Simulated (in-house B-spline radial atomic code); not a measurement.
Atomic self-consistent-field run: Nd³⁵⁺. Level of theory: scalar-relativistic (X2C) M06-2X, spin-polarised, spherical fractional occupations, Fermi nucleus of rms radius 4.9123 fm; calculated with a B-spline radial code for spherical atoms.

Command:
```bash
python run_scf.py task.json out
```
Settings (nuclear radius in fm, mass in u):
```
Z                60
configuration    [Ar] 3d7
hamiltonian      x2c
method           m062x
spin_polarised   True
nucleus          fermi
rms_radius       4.9123
atomic_mass      141.90773
speed_of_light   137.035999084
```

Output (hartree, bohr):
```
 radial grid: 57 intervals, B-splines of order 8, outer radius 1.9328 bohr

 iter        energy (Eh)    residual
    1       -8814.585807    2.08e-01
    2       -8814.596048    2.89e-03
    3       -8814.596052    1.39e-03
    4       -8814.596053    6.71e-04
    5       -8814.596053    3.92e-05
    6       -8814.596053    5.67e-05
    7       -8814.596053    2.27e-05
    8       -8814.596053    1.95e-05
    9       -8814.596053    1.51e-05
   10       -8814.596053    1.05e-05
   11       -8814.596053    1.23e-05
   12       -8814.596053    1.52e-05
   13       -8814.596053    2.35e-06
   14       -8814.596053    2.28e-06
   15       -8814.596053    3.39e-06
   16       -8814.596053    1.22e-06
   17       -8814.596053    7.24e-07
   18       -8814.596053    4.50e-07

 total energy                     -8814.59605
 kinetic                            9560.7454
 electron-nucleus                 -19995.6089
 Hartree                            1790.6491
 exact exchange                      -90.1303
 exchange-correlation                -80.2513

 orbital      occ     eigenvalue          <r>       <r^2>       <1/r>       r_max
 1s up      1.000     -1658.5829    0.0229553 0.000726365     70.2788     0.01428
 1s down    1.000     -1658.5785    0.0229547 0.000726315     70.2796     0.01428
 2s up      1.000      -317.7456     0.100045   0.0118643     16.1926     0.08526
 2s down    1.000      -317.2239    0.0999409   0.0118394     16.2134     0.08521
 2p up      3.000      -290.8678     0.088039  0.00946667      14.545     0.06831
 2p down    3.000      -290.3655    0.0878896  0.00943211     14.5654     0.06824
 3s up      1.000      -108.7022     0.256141   0.0748927     6.04085      0.2385
 3s down    1.000      -108.1553     0.256548    0.075124     6.02311      0.2387
 3p up      3.000      -100.2023     0.251583   0.0732227     5.58096      0.2318
 3p down    3.000       -99.5300     0.252216   0.0735708     5.55792       0.232
 3d up      5.000       -89.0256     0.226131   0.0595253     5.27334      0.1874
 3d down    2.000       -87.2880     0.227597   0.0603484     5.24434      0.1884
```

Cost of the run: 1.3 s on 1 thread of Arm Neoverse V1 (shared host).

States collapsed into the nucleus by a negative tau potential were left out of the aufbau.

Caution: exact exchange at fractional occupations of open shells leaves self-interaction of up to several eV.

One-electron X2C: radii and densities carry no picture-change correction, so inner-shell <1/r> comes out high (for 1s by about 2 % at Z = 33, 5 % at 54, 10 % at 75, 30 % at 118) and <r> low.
